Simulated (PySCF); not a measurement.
C2H5ClOSi2, SMILES O[Si@@H]1[SiH2]C=C1Cl. Atoms are numbered in the order given.

```xyz
11

O     -1.4623    -1.1289     1.6268
Si    -0.4253    -1.0809     0.3223
Si     1.8953    -0.7213     0.4946
C      1.2560     0.7729    -0.4802
C     -0.0885     0.5949    -0.5044
Cl    -1.2216     1.7078    -1.2332
H     -1.2586    -0.5552     2.3752
H     -0.9658    -2.1002    -0.6112
H      2.8855    -1.5800    -0.2205
H      2.4607    -0.3657     1.8312
H      1.7604     1.6236    -0.9531
```

Geometry optimised at B3LYP-D3(BJ)/def2-SVP. The structure was generated by enumeration; whether it is a known compound was not checked. The values are those of a single conformer.

All values below come from PBE/pcSseg-1 (PySCF).

GIAO shieldings, no solvent; atoms listed in one row are averaged. δ = σ(ref) − σ: ¹⁷O against H2O (σ = 334.3 ppm); ²⁹Si against TMS (σ = 335.4 ppm); ¹³C against TMS (σ = 182.0 ppm); ³⁵Cl against HCl (σ = 936.5 ppm); ¹H against TMS (σ = 31.49 ppm), references at their B3LYP-D3(BJ)/def2-TZVP geometries, non-relativistic (without spin–orbit terms, shifts of atoms bonded to Cl or Br come out too high).

Computed chemical shifts:
```json
[
 {"nucleus": "¹⁷O", "atoms": "O1", "count": "1", "δ (ppm)": "58.6"},
 {"nucleus": "²⁹Si", "atoms": "Si2", "count": "1", "δ (ppm)": "2.9"},
 {"nucleus": "²⁹Si", "atoms": "Si3", "count": "1", "δ (ppm)": "-65.7"},
 {"nucleus": "¹³C", "atoms": "C5", "count": "1", "δ (ppm)": "177.6"},
 {"nucleus": "¹³C", "atoms": "C4", "count": "1", "δ (ppm)": "159.1"},
 {"nucleus": "³⁵Cl", "atoms": "Cl6", "count": "1", "δ (ppm)": "387.3"},
 {"nucleus": "¹H", "atoms": "H11", "count": "1", "δ (ppm)": "7.60"},
 {"nucleus": "¹H", "atoms": "H8", "count": "1", "δ (ppm)": "5.86"},
 {"nucleus": "¹H", "atoms": "H9", "count": "1", "δ (ppm)": "4.84"},
 {"nucleus": "¹H", "atoms": "H10", "count": "1", "δ (ppm)": "4.70"},
 {"nucleus": "¹H", "atoms": "H7", "count": "1", "δ (ppm)": "1.67"}
]
```
